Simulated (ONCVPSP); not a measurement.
# Ranking ONCV potentials for Ba (Z = 56)

All share these settings but for the change named:

* Element: barium (Ba)
* Generator: ONCVPSP 4.0.1
* Type: optimised norm-conserving Vanderbilt (ONCV)
* Functional: LDA (Perdew-Zunger)
* Relativity: scalar-relativistic
* Frozen core: [Kr] 4d10
* Valence charge: 10
* Reference configuration: 5s2 5p6 6s1 6p1
* Partial waves: 5s+6s: rc 3.10 bohr, ncon 4, nbas 7, qcut 4.4 1/bohr, 2 projectors; 5p+6p: rc 3.55 bohr, ncon 3, nbas 7, qcut 4.4 1/bohr, 2 projectors; d scattering state at 0.11 Ha: rc 3.90 bohr, ncon 4, nbas 8, qcut 2.7 1/bohr, 1 projector
* Local potential: polynomial inside 3.00 bohr (lpopt 5, dvloc0 4 Ha)
* Core correction: Teter function, fcfact 1.75, rcfact 1

In the d channel the program set the typed energies aside and used -0.110 Ha.

Test errors are all-electron minus pseudo excitation energies from the reference, over 5s2 5p6 6s2 6p0; 5s2 5p6 6s1 6p0; 5s2 5p6 6s0 6p0; 5s2 5p5 6s2 6p0. None of these files shows a bound ghost.

The base gives 35.9 meV.

Of 9 variants that were run, those that failed, showed a ghost or another fault, or gave nearly equal values are left out.

A variant can come out equal or close to the base, since the largest error may sit in a test that the change hardly touches while other tests move.

Q: Rank these variants by their largest absolute test error, smallest first.
A. p: qcut 6.5
B. p: qcut 3.7
C. p: qcut 2.7
D. p: qcut 4.3
E. p: qcut 3.2

A: B (12.5 meV), A (24.3 meV), E (28.8 meV), D (34.6 meV), C (102.0 meV).
